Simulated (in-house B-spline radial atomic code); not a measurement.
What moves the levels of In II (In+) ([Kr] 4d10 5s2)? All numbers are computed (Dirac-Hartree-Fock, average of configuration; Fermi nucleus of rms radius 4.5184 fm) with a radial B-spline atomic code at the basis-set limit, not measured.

Baseline run (computed): total energy -5880.2492 hartree, 1s1/2 at -1033.046 hartree, 5s1/2 at -17.3 eV with <r> = 2.583 bohr.

Changing the nucleus:

| nucleus | ΔE (eV) |
| --- | --- |
| Fermi nucleus of rms radius 4.5311 fm, A = 105 | 0.0195 |
| Fermi nucleus of rms radius 4.5375 fm, A = 106 | 0.0293 |
| Fermi nucleus of rms radius 4.5494 fm, A = 107 | 0.0476 |
| Fermi nucleus of rms radius 4.5571 fm, A = 108 | 0.0595 |
| Fermi nucleus of rms radius 4.5685 fm, A = 109 | 0.0771 |
| Fermi nucleus of rms radius 4.5742 fm, A = 110 | 0.0859 |
| Fermi nucleus of rms radius 4.5856 fm, A = 111 | 0.104 |
| Fermi nucleus of rms radius 4.5907 fm, A = 112 | 0.111 |
| Fermi nucleus of rms radius 4.601 fm, A = 113 | 0.127 |
| Fermi nucleus of rms radius 4.6056 fm, A = 114 | 0.135 |
| Fermi nucleus of rms radius 4.6156 fm, A = 115 | 0.15 |
| Fermi nucleus of rms radius 4.6211 fm, A = 116 | 0.159 |
| Fermi nucleus of rms radius 4.6292 fm, A = 117 | 0.171 |
| Fermi nucleus of rms radius 4.6335 fm, A = 118 | 0.178 |
| Fermi nucleus of rms radius 4.6407 fm, A = 119 | 0.189 |
| Fermi nucleus of rms radius 4.6443 fm, A = 120 | 0.195 |
| Fermi nucleus of rms radius 4.6505 fm, A = 121 | 0.205 |
| Fermi nucleus of rms radius 4.6534 fm, A = 122 | 0.209 |
| Fermi nucleus of rms radius 4.6594 fm, A = 123 | 0.219 |
| Fermi nucleus of rms radius 4.6625 fm, A = 124 | 0.224 |
| Fermi nucleus of rms radius 4.667 fm, A = 125 | 0.231 |
| Fermi nucleus of rms radius 4.6702 fm, A = 126 | 0.236 |
| Fermi nucleus of rms radius 4.6733 fm, A = 127 | 0.241 |

A larger nucleus binds the electrons less, roughly as the density at the nucleus times the change of the nuclear <r²>. The reference is A = 104.
